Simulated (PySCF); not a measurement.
Bonding in `C=C[C@@H](C(=O)Cl)[C@@H](C)OC`

Compound: C7H11ClO2.
Atom-mapped SMILES: `[CH2:1]=[CH:2][C@@H:3]([C:4](=[O:5])[Cl:6])[C@@H:7]([CH3:8])[O:9][CH3:10]` (hydrogens: H11, H12 on C1; H13 on C2; H14 on C3; H15 on C7; H16, H17, H18 on C8; H19, H20, H21 on C10)

Geometry (GFN2-xTB, Å), atoms numbered from 1 in this order:
```
atom  x, y, z in Å
C1    -3.004    0.006   -0.399
C2    -1.743   -0.108   -0.770
C3    -0.653   -0.644    0.119
C4    -0.203   -1.934   -0.511
O5     0.547   -2.075   -1.416
Cl6   -1.007   -3.336    0.194
C7     0.552    0.316    0.206
C8     0.123    1.670    0.769
O9     1.499   -0.328    1.038
C10    2.831    0.071    0.835
H11   -3.336   -0.277    0.585
H12   -3.755    0.394   -1.065
H13   -1.423    0.169   -1.765
H14   -1.031   -0.830    1.125
H15    0.974    0.444   -0.803
H16   -0.273    1.539    1.773
H17    0.973    2.345    0.814
H18   -0.643    2.114    0.139
H19    3.139   -0.095   -0.204
H20    2.988    1.125    1.090
H21    3.435   -0.550    1.495
```

Bond orders from the PBE0/pcSseg-1 density (PySCF). The structure is a single GFN2-xTB conformer in the gas phase; no vibrational or solvent corrections.

(1) How far do the computed orders between heavy atoms stray from the drawn ones?

(2) Give the Mayer order of every bond, beside its length.

Answers

(1) The largest departure is 0.101, at C3–C4 (drawn single, 0.899) and C7–O9 (drawn single, 0.901).

(2) 
```tsv
bond	drawn as	length (Å)	Mayer order
C1–C2	double	1.319	1.970
C2–C3	single	1.505	0.965
C3–C4	single	1.505	0.899
C4–O5	double	1.184	2.069
C4–Cl6	single	1.763	0.973
C3–C7	single	1.543	0.957
C7–C8	single	1.528	1.055
C7–O9	single	1.416	0.901
O9–C10	single	1.405	0.927
C1–H11	single	1.077	0.954
C1–H12	single	1.076	0.949
C2–H13	single	1.082	0.955
C3–H14	single	1.091	0.937
C7–H15	single	1.101	0.923
C8–H16	single	1.087	0.956
C8–H17	single	1.087	0.955
C8–H18	single	1.086	0.949
C10–H19	single	1.096	0.958
C10–H20	single	1.096	0.957
C10–H21	single	1.088	0.975
```

Bonds between the same two heavy elements. C–C: lowest C3–C4 (0.899, 1.505 Å), highest C1–C2 (1.970, 1.319 Å); in 3 of the 10 pairs the longer bond (by over 0.003 Å) has the higher order (by 0.02 or more). C–O: lowest C7–O9 (0.901, 1.416 Å), highest C4–O5 (2.069, 1.184 Å).

Task: Sum the orders of all bonds at each heavy atom with more than one neighbour and set the sums beside the valence in the SMILES.

Result: C1 3.873 (drawn 4), C2 3.890 (drawn 4), C3 3.758 (drawn 4), C4 3.941 (drawn 4), C7 3.836 (drawn 4), C8 3.915 (drawn 4), O9 1.828 (drawn 2), C10 3.817 (drawn 4). Orders between atoms that aren't bonded are not in these sums.

The Mayer order sums products of elements of PS (density times overlap matrix) between the two atoms' basis functions, so it depends on the basis set.

The run behind these numbers computed NMR shieldings as well. Hardware: Arm Neoverse V2, one thread (shared host). Cost: 47 s of wall time.
